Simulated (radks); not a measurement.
Species: Si2+. Configuration: [Ne] 3s2. All-electron calculation, scalar-relativistic Kohn-Sham, PBE, spin-polarised, spherical densities, finite nucleus; Fermi nuclear charge, rms radius 3.1224 fm. Program: a radial shooting solver on a logarithmic mesh with Libxc functionals.

Unscreened Slater integrals over Kohn-Sham orbitals (hartree). They are taken over the spin-up orbitals.

\begin{tabular}{lr}
integral & value \\ \hline
F0(3s,3s) & 0.46156 \\
F0(3s,2p) & 0.61090 \\
G1(3s,2p) & 0.045029 \\
F0(3s,2s) & 0.60711 \\
G0(3s,2s) & 0.035732 \\
F0(2p,2p) & 1.7168 \\
F2(2p,2p) & 0.78715 \\
F0(2p,2s) & 1.6457 \\
G1(2p,2s) & 0.98239 \\
F0(2s,2s) & 1.5999 \\
\end{tabular}
